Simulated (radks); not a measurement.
Problem. These are the eigenvalues of the occupied orbitals of an atom or ion with whole-number occupations (eV). All-electron calculation, scalar-relativistic Kohn-Sham, PBE, spin-polarised, spherical densities, finite nucleus; Fermi nuclear charge, rms radius of each element as measured or else 0.836 A^(1/3) + 0.57 fm. Program: a radial shooting solver on a logarithmic mesh with Libxc functionals.

orbital  eigenvalue
1s up     -92752.11
1s down   -92751.97
2s up     -20324.19
2s down   -20311.54
2p up     -18107.77
2p down   -18097.49
3s up     -7821.484
3s down   -7806.772
3p up     -7175.871
3p down   -7161.093
3d up     -6626.138

Which element is it, and in what charge state? The configuration may be excited. Open shells, if any, are filled with parallel spins first.

Solution. Z = 82, lead, charge +62: Pb62+ in [Ar] 3d2. The list shows which subshells hold electrons but not how many an open one holds; the 1s level, -3408.6 hartree, gives Z - s = 82.6 by -(Z - s)^2/2, which with screening and relativity narrows Z to a few neighbours, and the depths of the outer levels then fix element, charge and occupations together.
